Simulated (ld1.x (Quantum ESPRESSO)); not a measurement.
# cadmium: one change to a TM potential, before and after

Cd (Z = 48), norm-conserving Troullier–Martins (Kleinman–Bylander form), made with ld1.x (Quantum ESPRESSO) 7.5 (revPBE, fully relativistic). Core [Ar] 3d10 4s2, reference 4p6 4d10 5s2 5p0. Waves: 5s (bound): rc 1.90 bohr; 4p (bound): rc 1.40 bohr; 4d (bound): rc 1.80 bohr; 4f channel at 0.3 Ry: rc 1.80 bohr. Local part: all-electron potential smoothed inside 1.20 bohr (lloc = -2). Core correction: Bessel-smoothed model core, default radius (core density twice the valence density).

Open shells are filled in proportion to 2j + 1 (rel_dist='average').

Change: wave 5s (bound): rc 1.90 bohr becomes 5s (bound): rc 2.58 bohr.

Cutoffs: the cutoffs (Ry, on a coarse ladder) from which the occupation-weighted sum of valence levels, in a spherical-Bessel basis at the reference potential, stays within 10 and 1 mRy of its value at 400 Ry; they do not see the model core or the augmentation charge, which bear on the density cutoff. Errors are all-electron minus pseudo energies relative to the spin-unpolarised reference configuration.

Predict the effect on cutoff, ghosts and configuration errors.

The potential gets neither clearly harder nor softer (70 Ry and 110 Ry → 70 Ry and 110 Ry); both files keep a bound ghost (s); of the 7 tests that both files solve, the error grows in 0 and shrinks in 3 by more than 15 % and 0.3 meV (median size 28.0 → 22.7 meV). That the errors move this way runs against the usual rule that smaller radii transfer better.

| quantity | base | changed |
| --- | --- | --- |
| cutoff, loose | 70 Ry | 70 Ry |
| cutoff, tight | 110 Ry | 110 Ry |
| loose cutoff by channel (10 mRy a level) | s 12 Ry, p 35 Ry, d 55 Ry | s 10 Ry, p 35 Ry, d 55 Ry |
| bound ghosts | s | s |
| error for 4p6 4d10 5s1 5p0, meV [ΔE 9.15 eV] | -4.1 | -4.1 |
| error for 4p6 4d10 5s0 5p0, meV [ΔE 26.11 eV] | -28 | -32 |
| error for 4p6 4d9 5s0 5p0, meV [ΔE 64.03 eV] | +22 | -10 |
| error for 4p6 4d8 5s0 5p0, meV [ΔE 118.01 eV] | +88 | +23 |
| error for 4p6 4d10 5s0 5p2, meV [ΔE 9.60 eV] | +357 | +354 |
| error for 4p6 4d9 5s2 5p0, meV [ΔE 17.93 eV] | -15 | -4.1 |
| error for 4p5 4d10 5s2 5p0, meV [ΔE 74.31 eV] | -134 | -120 |

 A true bound ghost makes a file unfit for plane-wave use even where its test errors are small: the radial tests pick states by their node count and pass the ghost by.
